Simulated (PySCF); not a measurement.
# A ladder for the ionisation energy of Cd⁺

Cd⁺ [Kr] 4d10 5s1 (2S) → Cd²⁺ [Kr] 4d10 (1S). Scalar values calculated with PySCF 2.14 in aug-cc-pwCVTZ-PP with ECP28MDF (ECP; valence: 4s2 4p6 frozen; valence and next inner shell: nothing frozen). The spin-orbit shift comes from two-component X2C-1e calculations (generalised Hartree-Fock, GHF, and MP2 on its spinors, GMP2) in x2c-QZVPPall-2c: GMP2 gives 16.984 eV without and 16.987 eV with screened spin-orbit coupling, a shift of 0.003 eV (GHF: 0.002 eV). Sums use unrounded values; where a UHF row is shifted, it takes the GHF shift.

```csv
method,scalar (eV),plus spin-orbit shift (eV),error (eV)
UHF,15.567,15.569,-1.340
MP2 (valence),16.839,16.842,-0.066
SCS-MP2 (valence),16.641,16.643,-0.265
CCSD (valence),16.645,16.648,-0.261
CCSD(T) (valence),16.735,16.738,-0.171
LDA,17.822,17.825,0.917
PBE,17.441,17.444,0.536
PBE0,17.083,17.085,0.177
r2SCAN,17.238,17.241,0.332
CAM-B3LYP,17.291,17.294,0.386
BLYP,17.547,17.549,0.641
B3LYP,17.413,17.416,0.508
MP2 (valence and next inner shell),16.993,16.996,0.088
SCS-MP2 (valence and next inner shell),16.750,16.752,-0.156
```

Reference: 16.908 eV (measured; NIST Atomic Spectra Database, ionization energies).

The errors of the correlated levels include the incompleteness of the basis and the frozen core, so a lower level can come closer by cancellation.
